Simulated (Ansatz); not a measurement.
CH₃Cl₂FOSW (`C[O][W]([F])(=[S])([Cl])[Cl]`) at its PBE0-D4/def2-TZVP geometry, where that method's forces vanish. The species carries charge 0 and has multiplicity 1. W takes the def2 core potential.

```xyz
10

C    -1.0533   -1.2620   -0.6919
O     0.1511   -0.6597   -0.3157
W     0.8945    0.8520    0.4210
F     1.3684    1.3862   -1.3036
S     2.6515    0.1790    1.3517
Cl    0.8491    3.0977    0.8776
Cl   -0.7712    0.6673    2.0131
H    -1.4365   -0.8020   -1.6063
H    -1.7806   -1.1341    0.1173
H    -0.8730   -2.3244   -0.8632
```

Q: What forces (eV/Å) does PBE-D4/def2-TZVPP give on these atoms in the Gaussian-basis code of Ansatz? (An estimate is asked.)

A: Computed: 
```
C1  -0.080 -0.069 -0.062
O2   0.039 -0.464 -0.180
W3  -0.342  0.503  0.171
F4   0.154  0.146 -0.539
S5   0.722 -0.282  0.375
Cl6  0.013  0.337  0.076
Cl7 -0.240 -0.050  0.220
H8  -0.110  0.091 -0.199
H9  -0.174  0.033  0.181
H10  0.018 -0.245 -0.043
```
